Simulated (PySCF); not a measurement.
## XPS shifts beside NMR shieldings

Compound: C6H16BN.
SMILES with atom numbers: `[CH3:1][N:2]([CH3:3])[BH:4][C:5]([CH3:6])([CH3:7])[CH3:8]`

Binding energies: delta-SCF UKS SCAN, pcX-2 on the ionised atom, pcseg-1 elsewhere, spin-free X2C in PySCF 2.14.0. Shieldings: GIAO HF/pcSseg-1, non-relativistic, same geometry.

```
atom  C 1s (eV)
  C1     291.47
  C5     289.65
  C6     290.06
```

Q: What are the absolute isotropic shieldings of these atoms?

A: 
| atom | environment | C 1s (eV) | isotropic shielding (ppm) |
| --- | --- | --- | --- |
| C5 | sp3 carbon bound to boron | 289.65 | 178.4 |
| C6 | methyl carbon | 290.06 | 166.7 |
| C1 | N-methyl carbon | 291.47 | 146.6 |

Q: Among the listed atoms, is the one with the highest binding energy also the least shielded?

A: Yes: C1 has both (291.47 eV, 146.6 ppm).

By binding energy: C5 < C6 < C1. By shielding: C1 < C6 < C5.

Of atoms equivalent by bonding only the ionised one is listed; its partners' own values can differ in this conformer. Isolated species at its PBE0-D3(BJ)/def2-SVP geometry, gas phase.

Shape of the structure used: `[CH3:1][N:2]([CH3:3])[BH:4][C:5]([CH3:6])([CH3:7])[CH3:8]`: C1–N2–B4–C5 -179°, N2–B4–C5–C6 61°.
